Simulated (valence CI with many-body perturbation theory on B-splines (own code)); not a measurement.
# Which ion has this spectrum?

A relativistic CI+MBPT calculation for an atom or ion with 6 electrons gives these levels (Ry):

```csv
J,Parity,E,g
0,even,0.00,
1,even,132.64,1.46
2,even,133.98,1.13
2,odd,156.90,1.48
1,odd,163.85,1.11
2,even,268.68,1.29
0,even,273.68,
2,odd,287.30,1.54
3,odd,290.65,1.29
0,odd,295.77,
1,odd,297.56,1.30
2,odd,298.18,1.04
1,odd,298.55,1.28
2,even,323.84,1.30
```

The energies are calculated, and their last digits are not significant.

(1) Which is it?
A. Re69+
B. Tl75+
C. Pt72+
D. Ir71+

## Answers

(1) C. Pt72+, ground level (2s^2 2p1/2^2) J=0.
